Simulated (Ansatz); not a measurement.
BrCl₂HSn (`[Cl][SnH]([Cl])[Br]`), 5 atoms. The species carries charge 0 and has multiplicity 1. Correlated methods include outer-core shells of Br, Sn, which these sets cover unevenly. Scalar relativity is left out up to krypton. Sn: def2 effective core potential. Hardware: A = 2 threads of an AMD EPYC 7R13 on a shared host; B = 2 threads of an AMD EPYC 7R13 on a shared host and a share of an NVIDIA H100 80 GB. Correlated methods freeze the cores. Open-shell runs search over several starts.

Question: Give the basis size and wall time and peak host memory of each of these runs in Ansatz. UKS ωB97X-V/def2-TZVPP energy of the cation [A]; UKS B2PLYP (frozen core)/def2-TZVPP energy of the cation [A]; RKS SPW92 (LDA)/def2-TZVPP energy [A]; RKS PBE-QIDH (frozen core)/def2-TZVPP energy [A]; RKS PBE0-D4/def2-QZVPP energy [B]; RKS ωB97M-V/def2-QZVPP energy [B]; RKS ωB97M-V/def2-SVP energy [A]; RKS HSE06 (plane-wave form)-D4/def2-TZVPP energy [A]; UKS PBE-D4/def2-TZVPP energy of the cation [A]; RKS revPBE-D4/def2-TZVPP energy [A]; UKS r2SCAN-D4/def2-TZVPP energy of the cation [A]; RHF-CCSD(T)/def2-SVP energy [A]. (Best estimate.)

Answer: The calculation gave: Other jobs shared the machine, so times are rough.

| level | job | functions | wall time | peak host memory (GiB) |
| --- | --- | --- | --- | --- |
| RKS SPW92 (LDA)/def2-TZVPP | energy [A] | 196 | 1.4 s | 0.29 |
| RKS revPBE-D4/def2-TZVPP | energy [A] | 196 | 2.3 s | 0.3 |
| RHF-CCSD(T)/def2-SVP | energy [A] | 99 | 3.8 s | 0.34 |
| RKS HSE06 (plane-wave form)-D4/def2-TZVPP | energy [A] | 196 | 5.5 s | 0.77 |
| RKS ωB97M-V/def2-SVP | energy [A] | 99 | 6.5 s | 0.37 |
| RKS PBE-QIDH (frozen core)/def2-TZVPP | energy [A] | 196 | 7 s | 0.55 |
| RKS ωB97M-V/def2-QZVPP | energy [B] | 341 | 13 s | 0.97 |
| RKS PBE0-D4/def2-QZVPP | energy [B] | 341 | 14 s | 0.89 |
| UKS PBE-D4/def2-TZVPP | energy of the cation [A] | 196 | 44 s | 0.63 |
| UKS ωB97X-V/def2-TZVPP | energy of the cation [A] | 196 | 84 s | 1.7 |
| UKS r2SCAN-D4/def2-TZVPP | energy of the cation [A] | 196 | 2.5 min | 0.69 |
| UKS B2PLYP (frozen core)/def2-TZVPP | energy of the cation [A] | 196 | 2.9 min | 0.99 |
